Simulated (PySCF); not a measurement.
Spin-state energies of [Mn(NH3)5]3+

[Mn(NH3)5]3+ holds Mn(III), d4, at total charge +3. The structure is a PBE0-D3(BJ)/def2-SVP, IEF-PCM water geometry optimised for multiplicity 5; coordination square pyramidal, point group C1, metal–donor distances 2.01–2.13 Å.

```
21

Mn    0.000    0.000    0.000
N     2.008   -0.006   -0.084
H     2.360    0.033   -1.048
H     2.416    0.794    0.414
H     2.409   -0.848    0.343
N    -2.008    0.009   -0.070
H    -2.405    0.835    0.391
H    -2.366    0.008   -1.032
H    -2.412   -0.810    0.397
N    -0.002   -1.975   -0.561
H     0.771   -2.216   -1.189
H     0.092   -2.583    0.261
H    -0.860   -2.265   -1.040
N    -0.017    1.972   -0.565
H     0.892    2.324   -0.877
H    -0.673    2.155   -1.333
H    -0.308    2.572    0.214
N    -0.018   -0.005    2.134
H     0.901   -0.155    2.558
H    -0.365    0.880    2.514
H    -0.628   -0.734    2.516
```

Method (PySCF 2.14, density fitting): CASSCF(4,5) with orbitals averaged over all microstates of the shell, strongly contracted NEVPT2 on the averaged canonical orbitals; basis x2c-TZVPall on the metal, x2c-SVPall elsewhere; spin-free X2C; IEF-PCM water; spin-orbit coupling by state interaction with the mean-field operator over all roots.

The unrestricted Kohn–Sham energies use the same basis, Hamiltonian, solvent and geometry. All energies are vertical, in cm⁻¹ above the lowest state with 2S+1 = 5; a negative value means that the lower spin is more stable. A dash marks a spin without a sound unrestricted solution.

```
method  2S+1 = 3  2S+1 = 1
 TPSSh      9749         –
 B3LYP     10564         –
  PBE0     12782         –
```

Task: What do CASSCF and NEVPT2 in the d shell give?

Result: 
| method | 2S+1 = 3 | 2S+1 = 1 |
| --- | --- | --- |
| CASSCF | 18326 | 29874 |
| NEVPT2 | 14461 | 25256 |

Task: How does exact exchange act on the 2S+1 = 3 state?

Result: From TPSSh (10 % exact exchange) to PBE0 (25 %) it moves by +3033 cm⁻¹ against the high-spin state, so more exact exchange favours high spin, the usual trend.

The functionals differ in more than their exact exchange.

The active space of the d orbitals alone lacks metal–ligand bonding pairs, which usually tilts NEVPT2 towards high spin.

An active orbital has only 0.74 squared overlap with the free ion's shell, so the metal shell alone is a small active space here.
